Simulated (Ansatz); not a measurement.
Mulliken charges of C2H4ClInSi, SMILES `C#[C][In]([SiH3])[Cl]` from PBE/def2-TZVPP in Ansatz (PBE0-D4/def2-TZVP geometry).

```tsv
atom	x (Å)	y (Å)	z (Å)	charge (e)
C1	-2.151	2.396	0.384	0.105
C2	-1.155	1.711	0.359	-0.472
In3	0.513	0.467	0.284	0.591
Si4	0.811	-1.927	-0.538	0.004
Cl5	2.410	1.528	1.155	-0.369
H6	-3.022	3.010	0.412	0.206
H7	2.229	-2.154	-0.911	-0.018
H8	-0.067	-2.181	-1.709	-0.022
H9	0.431	-2.850	0.564	-0.024
```

Q: By hand: the dipole of these point charges (1 e Å = 4.8032 D).

A: Σ q r = (-0.935, -0.076, -0.264) e Å, of length 0.975 e Å = 4.68 D.

Q: How does the dipole of the full density compare? (Estimate.)

A: The calculation gave: (-0.405, -0.376, -0.246) e Å, 2.91 D; the point charges give 1.61 times that, at 37° from its direction.

Point charges leave out the atoms' own dipoles, such as those of lone pairs, and Mulliken's split depends on the basis, so the two needn't agree.
